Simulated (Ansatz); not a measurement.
Calculated with Ansatz (gas phase, PBE0-D4/def2-TZVP geometries, no zero-point term in ΔE). CCSD(T)/CBS is the MP2 limit (def2-TZVPP, def2-QZVPP) plus CCSD(T) − MP2 in def2-TZVPP, frozen cores. Functionals use def2-TZVPP. For Br outer-core shells are correlated without core-valence functions, which leaves a few kJ/mol of doubt a bond. Scalar relativity is left out up to krypton. Each species was taken in one conformer, which may not be the lowest.

`[CH3][Al]([Br])[Br]` + propane → `C[CH](C)[Al]([CH3])[Br]` + HBr  (formal exchange of groups at the Al–Br bond)

| level | ΔE (kcal/mol) |
| --- | --- |
| BHLYP | 47.4 |
| SCS-MP2/def2-QZVPP | 45.3 |

What does CCSD(T)/CBS give? (Best estimate.)

The calculation gave: +44.5 kcal/mol. The listed levels differ from it by 2.9, 0.8 kcal/mol.

Largest T1 diagnostic among the species: 0.008.

From PBE to PBE0 (25 % exact exchange), in def2-TZVPP and without D4, ΔE moves by +1.6 kcal/mol. Leaving LDA and LC-ωPBE aside and taking each functional with its dispersion term where it has one, the values, not all of them listed here, spread over 4.2 kcal/mol, from revPBE-D4 to BHLYP-D4. LDA lies −2.3 kcal/mol from PBE without D4.
